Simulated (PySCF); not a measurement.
PySCF 2.14 output of an unrestricted PBE calculation on a single atom or ion in x2c-TZVPPall (11s7p7d4f2g, 113 functions), with the spin-free X2C one-electron Hamiltonian (Gaussian nucleus):

```
SCF conv_tol = 1e-09
number electrons alpha = 35  beta = 27
    J. P. Perdew, K. Burke, and M. Ernzerhof.,  Phys. Rev. Lett. 77, 3865 (1996)
    J. P. Perdew, K. Burke, and M. Ernzerhof.,  Phys. Rev. Lett. 78, 1396 (1997)
    J. P. Perdew, K. Burke, and M. Ernzerhof.,  Phys. Rev. Lett. 77, 3865 (1996)
    J. P. Perdew, K. Burke, and M. Ernzerhof.,  Phys. Rev. Lett. 78, 1396 (1997)
cycle= 1 E= -10843.1251603238  delta_E= -0.0245  |g|= 0.397  |ddm|= 0.601
cycle= 2 E= -10843.0767710007  delta_E= 0.0484  |g|= 0.767  |ddm|= 0.559
cycle= 3 E= -10843.1445462292  delta_E= -0.0678  |g|= 0.0195  |ddm|= 0.357
cycle= 4 E= -10843.1446107016  delta_E= -6.45e-05  |g|= 0.00299  |ddm|= 0.0169
cycle= 5 E= -10843.1446122211  delta_E= -1.52e-06  |g|= 0.00011  |ddm|= 0.0029
cycle= 6 E= -10843.1446122249  delta_E= -3.82e-09  |g|= 1.35e-05  |ddm|= 0.00021
cycle= 7 E= -10843.1446122249  delta_E= -4.55e-11  |g|= 3.43e-07  |ddm|= 1.46e-05
converged SCF energy = -10843.1446122249  <S^2> = 20.003273  2S+1 = 9.0007273
```

The run itself started from symmetry-adapted Hartree-Fock orbitals and held the occupation by maximum overlap, on a logarithmic radial grid, so the iterations belong to that start.

Q: Which element, charge and spin multiplicity is this?

A: Eu⁺ (europium, charge +1), multiplicity 9; the state was [Xe] 4f7 6s1, high-spin 9S determinant.

Spin-orbit coupling, which splits the p, d and f shells strongly at this Z, is absent.
